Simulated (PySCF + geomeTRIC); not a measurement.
Method: PySCF + geomeTRIC with B3LYP-D3(BJ)/def2-TZVP. fastk is a local helper that only speeds up exchange builds. No frequencies were computed at this level.

```python
import json, numpy as np
from pyscf import gto, dft
from fastk import lowrank_exchange
atoms = """
B     -0.226369     1.174896     0.163038
C      0.969536     0.186436    -0.218155
C     -0.104343    -0.909983    -0.058336
N     -1.087866     0.100284     0.273333
H     -0.416383     2.314191     0.314606
H      1.796136     0.081842     0.480311
H      1.382500     0.238465    -1.222568
H     -0.339341    -1.464735    -0.972579
H      0.079092    -1.623225     0.751805
H     -2.052963    -0.098169     0.488545
"""
def scf(charge, spin, dm0=None):
    mol = gto.M(atom=atoms, basis='def2-tzvp', ecp={}, charge=charge, spin=spin, verbose=3, max_memory=5040)
    mf = dft.KS(mol, xc='b3lyp').density_fit(auxbasis="def2-universal-jkfit")
    mf.disp = 'd3bj'
    mf.grids.level = 3
    mf.conv_tol = 1e-8
    mf.max_cycle = 60
    mf.kernel(dm0)
    if not mf.converged:
        mf = mf.newton().run(mf.mo_coeff, mf.mo_occ).undo_soscf()
    return mf
mf = scf(0, 0)
from pyscf.geomopt.geometric_solver import kernel as optimize
path = []
done, mol = optimize(mf, maxsteps=80, assert_convergence=False, callback=lambda env: path.append((env["energy"], bool(env["g_scanner"].converged))))
res = dict(converged=bool(done and path[-1][1]), energy=path[-1][0], path=[e for e, c in path], xyz=mol.atom_coords(unit="Angstrom").tolist(), nao=mol.nao)
json.dump(res, open("result.json", "w"))
```

Output:

```
converged SCF energy = -159.504981429081
Geometry optimization cycle 1
converged SCF energy = -159.504981428777
cycle 1: E = -159.504981429  dE = -159.505  norm(grad) = 0.0300685
Geometry optimization cycle 2
converged SCF energy = -159.506027206482
cycle 2: E = -159.506027206  dE = -0.00104578  norm(grad) = 0.00805909
Geometry optimization cycle 3
converged SCF energy = -159.506114202382
cycle 3: E = -159.506114202  dE = -8.69959e-05  norm(grad) = 0.00424728
Geometry optimization cycle 4
converged SCF energy = -159.506166602191
cycle 4: E = -159.506166602  dE = -5.23998e-05  norm(grad) = 0.000681772
Geometry optimization cycle 5
converged SCF energy = -159.506167825906
cycle 5: E = -159.506167826  dE = -1.22371e-06  norm(grad) = 0.000246086
Geometry optimization cycle 6
converged SCF energy = -159.506167957449
cycle 6: E = -159.506167957  dE = -1.31543e-07  norm(grad) = 4.6281e-05
<class 'geometric.internal.Distance'> : 10
<class 'geometric.internal.Angle'> : 16
<class 'geometric.internal.OutOfPlane'> : 2
<class 'geometric.internal.Dihedral'> : 25
<class 'geometric.internal.TranslationX'> : 1
<class 'geometric.internal.TranslationY'> : 1
<class 'geometric.internal.TranslationZ'> : 1
<class 'geometric.internal.RotationA'> : 1
<class 'geometric.internal.RotationB'> : 1
<class 'geometric.internal.RotationC'> : 1
Step    0 : Gradient = 9.509e-03/2.151e-02 (rms/max) Energy = -159.5049814288
Step    1 : Displace = 2.144e-02/3.795e-02 (rms/max) Trust = 1.000e-01 (=) Grad = 2.549e-03/5.575e-03 (rms/max) E (change) = -159.5060272065 (-1.046e-03) Quality = 0.890
Step    2 : Displace = 1.170e-02/1.576e-02 (rms/max) Trust = 1.414e-01 (+) Grad = 1.343e-03/2.734e-03 (rms/max) E (change) = -159.5061142024 (-8.700e-05) Quality = 0.448
Step    3 : Displace = 4.689e-03/8.745e-03 (rms/max) Trust = 1.414e-01 (=) Grad = 2.156e-04/4.179e-04 (rms/max) E (change) = -159.5061666022 (-5.240e-05) Quality = 1.047
Step    4 : Displace = 6.460e-04/1.237e-03 (rms/max) Trust = 2.000e-01 (+) Grad = 7.782e-05/1.358e-04 (rms/max) E (change) = -159.5061678259 (-1.224e-06) Quality = 1.271
Step    5 : Displace = 2.556e-04/5.481e-04 (rms/max) Trust = 2.828e-01 (+) Grad = 1.464e-05/2.754e-05 (rms/max) E (change) = -159.5061679574 (-1.315e-07) Quality = 1.013
Converged! =D
```

Cost: about 90 core-seconds (a rough figure).
